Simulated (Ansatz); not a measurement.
A nudged elastic band was laid between two geometries of C₂H₅ClF₂Si (11 atoms, charge 0, multiplicity 1).

Computed with RHF/def2-SVP (Ansatz).

```
movable images  : 9
climbing image  : yes
spring          : 5.0 eV/Å²
optimiser       : quadratic models (default)
start path      : IDPP
force threshold : 0.05 eV/Å
iteration limit : 60
end points      : relaxed
```

Image 0:

```xyz
11
Properties=species:S:1:pos:R:3
C 0.260 -1.202 -1.013
Si -0.519 -0.373 0.454
F -2.098 -0.152 0.214
C 0.209 1.371 0.740
F 1.522 1.243 1.046
Cl 0.052 2.379 -0.728
H 0.101 -0.615 -1.919
H -0.164 -2.196 -1.164
H 1.336 -1.310 -0.858
H -0.361 -1.130 1.708
H -0.272 1.928 1.538
```

Image 10:

```xyz
11
Properties=species:S:1:pos:R:3
C 0.509 -1.401 -0.691
Si -0.601 -0.286 0.303
F -2.008 -0.130 -0.461
C 0.179 1.452 0.436
F 0.513 1.908 -0.792
Cl -0.953 2.601 1.203
H 0.707 -0.963 -1.671
H 0.044 -2.377 -0.840
H 1.466 -1.556 -0.186
H -0.866 -0.771 1.667
H 1.076 1.466 1.052
```

Question: Which bonds break or form, and what moves?

Answer: No bond is made or broken. The dihedral F3–Si2–C4–Cl6 goes from -65 to 54°.

Question: What energy profile does the band end with?

Answer: The forces met the threshold. The highest image is number 5 of 0 to 10, 0.143 eV above the first end and 0.078 eV above the last; the last end lies 0.064 eV above the first. A vibrational analysis at the climbing image gives one clearly imaginary mode, 54i cm⁻¹: a first-order saddle point.

```csv
image,path coordinate (Å),energy (eV),dihedral F3–Si2–C4–Cl6 (°)
0,0.00,0.000,-65
1,0.45,0.013,-53
2,0.90,0.049,-40
3,1.36,0.094,-27
4,1.81,0.130,-14
5,2.26,0.143,0
6,2.63,0.135,11
7,3.00,0.115,23
8,3.37,0.090,34
9,3.75,0.072,44
10,4.12,0.064,54
```

Question: What is the geometry of the highest image?

Answer: 
```xyz
11
Properties=species:S:1:pos:R:3
C 0.451 -1.344 -0.778
Si -0.616 -0.311 0.338
F -2.069 -0.121 -0.324
C 0.192 1.423 0.583
F 1.359 1.477 -0.100
Cl -0.860 2.753 0.034
H 0.580 -0.854 -1.745
H 0.000 -2.324 -0.945
H 1.441 -1.490 -0.340
H -0.826 -0.900 1.673
H 0.413 1.634 1.626
```

Question: What are the harmonic wavenumbers there?

Answer: 54i, 151, 160, 185, 259, 291, 375, 456, 620, 709, 806, 819, 875, 914, 973, 996, 1187, 1332, 1407, 1463, 1546, 1548, 2374, 3178, 3274, 3280, 3286 cm⁻¹.

Time of the run: 120 s on 2 threads of Intel(R) Xeon(R) Platinum 8375C CPU @ 2.90GHz (Ice Lake) (shared host), peak memory 0.29 GiB.
